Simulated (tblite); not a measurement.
Q: Write a Z-matrix for InChI=1S/C9H11Cl/c1-2-8-4-3-5-9(6-8)7-10/h2-4,6,9H,1,5,7H2/t9-/m1/s1 as optimised with GFN2-xTB.

A: 
Z-matrix in Å and degrees, rows numbered from 1:
```
C 
C   1  1.3277
C   2  1.4563  1  126.34
C   3  1.3438  2  120.36  1  -170.12
C   4  1.5027  3  121.94  2  -178.75
C   5  1.5326  4  107.22  3    90.53
Cl  6  1.7836  5  111.36  4   172.94
C   5  1.5311  4  110.85  3   -31.14
C   8  1.4971  5  111.43  4    42.82
C   9  1.3297  8  121.37  5   -30.17
H   1  1.0765  2  122.78  3    -0.10
H   1  1.0767  2  121.29  3   179.29
H   2  1.0833  1  119.18  3  -178.47
H   4  1.0806  3  120.87  2    -2.29
H   5  1.0944  4  109.88  3  -152.21
H   6  1.0901  5  111.05  4    54.08
H   6  1.0899  5  110.64  4   -68.11
H   8  1.0958  5  109.44  4   -77.13
H   8  1.0911  5  109.53  4   165.44
H   9  1.0800  8  117.30  5   152.15
H  10  1.0782  3  118.13  2    15.96
```

Of the pairs four or more bonds apart, H11···H21 is among the closest relative to their van der Waals radii: 2.17 Å, 90 % of the sum of Bondi's values. The C–C distances run from 1.328 Å (C1=C2, drawn double) to 1.533 Å (C5–C6, drawn single), a spread of 0.205 Å. The 6-membered ring C3–C4–C5–C8–C9–C10 has internal angles of 110.9° to 121.9° (sum 705°, against 720° for a flat polygon); it is puckered, 0.16 Å rms from its mean plane, widest ring torsion 43°.

The geometry is computed with GFN2-xTB (gas phase).

Point group: C1 (no symmetry element, even within 0.4 Å). Its GFN2-xTB frequencies are all real (lowest 48 cm⁻¹). One conformer, not necessarily the lowest (C1–C2–C3–C4 -170°, C4–C5–C6–Cl7 173°, C3–C4–C5–C6 91°, C4–C5–C8–C9 43°, C5–C8–C9–C10 -30°, C2–C3–C10–C9 -164°).
